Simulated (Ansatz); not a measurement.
M(NH2)2 with several metals: gap (eV) at several levels, gas phase, relaxed structures; Ansatz. HOMO and LUMO are taken over both spins. A negative gap means that an occupied level lies above an empty one. Singlets are spin-restricted. Names give formal oxidation states. A dash marks a value that wasn't run or was left out as unsound. The structures are stationary points that may keep the symmetry of their start. Remarks come from the PBE and PBE0 runs and from stability tests at other levels; not every state was tested.

```csv
species,state,geometry,PBE-D4/def2-SVP,PBE-D4/def2-TZVP,BLYP-D4/def2-TZVP,r2SCAN-D4/def2-TZVP,PBE0-D4/def2-TZVP,r2SCAN0-D4/def2-TZVP,remarks
Mn(NH2)2 (MnN2H4),sextet,r2SCAN-D4/def2-TZVP,1.52,1.72,–,2.87,4.46,–,–
Co(NH2)2 (CoN2H4),quartet,PBE0-D4/def2-TZVP,0.30,0.48,0.34,1.50,3.76,4.34,–
Fe(NH2)2 (FeN2H4),quintet,PBE0-D4/def2-TZVP,0.26,0.38,0.34,1.18,4.28,4.75,–
Ni(NH2)2 (NiN2H4),triplet,r2SCAN-D4/def2-TZVP,-0.25,-0.12,-0.23,0.85,3.64,4.33,"near-degenerate levels, lower spin may lie lower"
Cr(NH2)2 (CrN2H4),quintet,PBE0-D4/def2-TZVP,1.77,1.70,1.71,2.17,4.35,4.79,–
Cu(NH2)2 (CuN2H4),doublet,r2SCAN-D4/def2-TZVP,1.01,0.99,0.98,1.54,3.23,3.49,–
```

Over the 5 species that have every level, the mean is 0.62 at PBE-D4/def2-SVP, 0.69 at PBE-D4/def2-TZVP, 0.63 at BLYP-D4/def2-TZVP, 1.45 at r2SCAN-D4/def2-TZVP, 3.85 at PBE0-D4/def2-TZVP, 4.34 at r2SCAN0-D4/def2-TZVP. Orbital gaps grow with the share of exact exchange and aren't one observable across functionals.
